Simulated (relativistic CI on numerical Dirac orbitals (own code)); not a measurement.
d2 in a ligand field

Computed with a parametric ligand-field model of a d^n configuration (Racah B and C, spin-orbit zeta, crystal field), exact diagonalisation.

Field parameters in Wybourne normalisation: Oh B⁴₀ = 21Dq, B⁴₄ = √(5/14) B⁴₀; Td as Oh with Dq negative (B⁴₀ = 21Dq, B⁴₄ = √(5/14) B⁴₀). The field is a parameter set, without covalency.

Lowest levels for B = 640, C = 2330, ζ = 230 cm⁻¹, Oh, 10Dq = 32300 cm⁻¹?

E 0 (S 1.00), T2 2 (S 1.00), T1 279 (S 1.00), A1 412 (S 1.00), T2 8872 (S 0.00), E 8953 (S 0.00), A1 20522 (S 0.00), A2 30793 (S 1.00), T2 30852 (S 1.00) cm⁻¹, with S from ⟨S²⟩ = S(S + 1). The ground level has 0.01 electrons in the cubic e pair.

Lowest levels for B = 300, C = 1290, ζ = 400 cm⁻¹, Oh, 10Dq = 21550 cm⁻¹?

E 0 (S 1.00), T2 9 (S 1.00), T1 487 (S 1.00), A1 692 (S 1.00), T2 4730 (S 0.01), E 4765 (S 0.01), A1 10848 (S 0.01), A2 20853 (S 1.00), T2 20951 (S 1.00) cm⁻¹, with S from ⟨S²⟩ = S(S + 1). The ground level has 0.01 electrons in the cubic e pair.

Lowest levels for B = 710, C = 3580, ζ = 60 cm⁻¹, Oh, 10Dq = 4400 cm⁻¹?

E 0 (S 1.00), T2 2 (S 1.00), T1 90 (S 1.00), A1 134 (S 1.00), A2 3766 (S 1.00), T2 3779 (S 1.00), T1 3812 (S 1.00), E 3813 (S 1.00), T2 8197 (S 1.00) cm⁻¹, with S from ⟨S²⟩ = S(S + 1). The ground level has 0.11 electrons in the cubic e pair.

Lowest levels for B = 730, C = 2720, ζ = 180 cm⁻¹, Oh, 10Dq = 5150 cm⁻¹?

E 0 (S 1.00), T2 14 (S 1.00), T1 277 (S 1.00), A1 413 (S 1.00), A2 4480 (S 1.00), T2 4511 (S 1.00), T1 4621 (S 1.00), E 4632 (S 1.00), T2 9722 (S 0.99) cm⁻¹, with S from ⟨S²⟩ = S(S + 1). The ground level has 0.10 electrons in the cubic e pair.

Lowest levels for B = 920, C = 3600, ζ = 680 cm⁻¹, Td, 10Dq = -4650 cm⁻¹?

T2 0 (S 1.00), A2+E 4540 (S 0.99), T2 4733 (S 1.00), T1 4934 (S 1.00), T2 7928 (S 1.00), E 8142 (S 1.00), T1 8866 (S 1.00), A1 9221 (S 1.00), E 13912 (S 0.06) cm⁻¹, with S from ⟨S²⟩ = S(S + 1). The ground level has 1.95 electrons in the cubic e pair.
